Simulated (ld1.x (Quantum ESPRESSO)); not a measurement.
## Configuration tests for boron (TM semilocal)

```json
{
  "Element": "boron",
  "Generator": "ld1.x (Quantum ESPRESSO) 7.5",
  "Type": "norm-conserving Troullier–Martins (semilocal form)",
  "Functional": "PBEsol",
  "Relativity": "scalar-relativistic",
  "Frozen core": "[He]",
  "Valence charge": "3",
  "Reference configuration": "2s2 2p1",
  "Partial waves": "2s (bound): rc 1.05 bohr; 2p (bound): rc 4.20 bohr",
  "Local potential": "the p channel",
  "Core correction": "a·sin(br)/r model core, default radius (core density twice the valence density)"
}
```

Energies are relative to the spin-unpolarised reference configuration 2s2 2p1; without spin polarisation the order of configurations can differ from experiment.

Give the all-electron excitation energy and the error of the potential for: 2s2 2p0; 2s1 2p0; 2s2 2p0.5; 2s2 2p1.3; 2s1 2p1; 2s0 2p3; 2s1 2p2.

```json
{"valence configuration": "2s2 2p0", "charge": "+1", "ΔE all-electron (eV)": "8.139", "error AE − PS (meV)": "+256"}
{"valence configuration": "2s1 2p0", "charge": "+2", "ΔE all-electron (eV)": "33.401", "error AE − PS (meV)": "+728"}
{"valence configuration": "2s2 2p0.5", "charge": "+0.5", "ΔE all-electron (eV)": "2.855", "error AE − PS (meV)": "+38"}
{"valence configuration": "2s2 2p1.3", "charge": "-0.3", "ΔE all-electron (eV)": "-0.724", "error AE − PS (meV)": "+2.1"}
{"valence configuration": "2s1 2p1", "charge": "+1", "ΔE all-electron (eV)": "14.264", "error AE − PS (meV)": "-144"}
{"valence configuration": "2s0 2p3", "charge": "0", "ΔE all-electron (eV)": "11.657", "error AE − PS (meV)": "-249"}
{"valence configuration": "2s1 2p2", "charge": "0", "ΔE all-electron (eV)": "5.819", "error AE − PS (meV)": "-62"}
```
